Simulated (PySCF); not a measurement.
A made-up structure of ZnBH$_{2}$Cl, closed shell:

Cl1  (-0.591, -1.959, 1.705)
B2  (0.909, 0.828, -0.283)
Zn3  (-0.694, -0.459, 0.044)
H4  (-2.005, -0.520, -0.742)
H5  (1.800, 1.535, -0.454)
(Å)

It is relaxed with PBE-D4/def2-SVP and then PBE0-D4/def2-TZVP (PySCF 2.14 with density fitting (its default auxiliary sets; JK sets also for MP2 and CCSD(T))). Atoms count as bonded within 1.22 times the sum of their covalent radii (H–H: 0.88 Å). The end point is not checked to be a true minimum.

(1) Does its bonding change? (Judge from chemistry; the calculation decides.)

Answers

(1) Computed: Yes. Formed: B2–H4; broken: Zn3–H4.

Where it ends: The first stage lowers the energy by 3.11 eV in 30 steps. It ends as ZnBH₂Cl ([BH2][Zn][Cl]):
```xyz
5
angstrom
Cl -0.7941 -2.3828 2.1606
B 0.1113 0.5752 -0.6308
Zn -0.3339 -0.8799 0.7425
H -0.6647 0.8878 -1.4852
H 1.1591 1.1511 -0.6152
```

Labels in which every atom is bracketed show which atoms are joined, not bond orders.

For scale, one of the runs: PBE0-D4/def2-TZVP relaxation, 128 basis functions, launched by `OMP_NUM_THREADS=2 python run.py`. Time: 71 s of wall clock on 2 CPU threads of an INTEL XEON PLATINUM 8581C; the host was shared. Peak host memory: 1.2 GiB.
